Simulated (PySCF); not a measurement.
BH2, SMILES [BH2] (connectivity only; charge and spin as stated), charge +1, multiplicity 1. Geometry optimised at B3LYP-D3(BJ)/def2-TZVPD. The multiplicity is an assumed one; other spin states were not compared. The isomer is the one that the SMILES or the coordinates give; other isomers of the formula were not compared.

The numbers are results of PySCF 2.14.0 with B3LYP-D3(BJ)/def2-TZVPD, not measurements.

Harmonic wavenumbers (cm⁻¹): 1003, 1003, 2670, 2960. Rotational constants (GHz): 181.8 (linear); symmetry number 2.

Q: Work out the zero-point energy and the ideal-gas rigid-rotor harmonic-oscillator thermochemistry at 298.15 K and 1 atm.

A: ZPE = ½ Σ hcν = ½ × 7636 cm⁻¹ = 45.67 kJ/mol. H − E(el) = 54.54 kJ/mol. Entropy in J/(mol K): translation 140.57, rotation 31.91, vibration 0.77, total 173.26. G − E(el) = 2.88 kJ/mol. Cp = 32.24 J/(mol K).
